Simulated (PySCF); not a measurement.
Computed IR spectrum (relative IR intensity) of a molecule CH5ClF2Si2. Coordinates come from a B3LYP-D3(BJ)/def2-SVP optimisation. One conformer was computed; it need not be the lowest. Method: B3LYP-D3(BJ)/def2-SVP in PySCF 2.14.0. Frequencies are harmonic and unscaled.

ν (cm⁻¹): 254 (w), 306 (w), 448 (w), 490 (w), 532 (m), 706 (m), 782 (vs), 833 (s), 888 (m), 939 (m), 946 (s), 1277 (w), 1421 (vw), 2227 (m), 2241 (m) (against the strongest line: vs over 80 %, s over 45 %, m over 15 %, w over 4 %, vw less)

### Question
Which structure fits?
A. FC[Si@H](F)[SiH2]Cl
B. C[Si](F)(F)[SiH2]Cl
C. F[SiH2][C@H](F)[SiH2]Cl
D. FC[Si@](F)([SiH3])Cl

### Answer
B, C[Si](F)(F)[SiH2]Cl
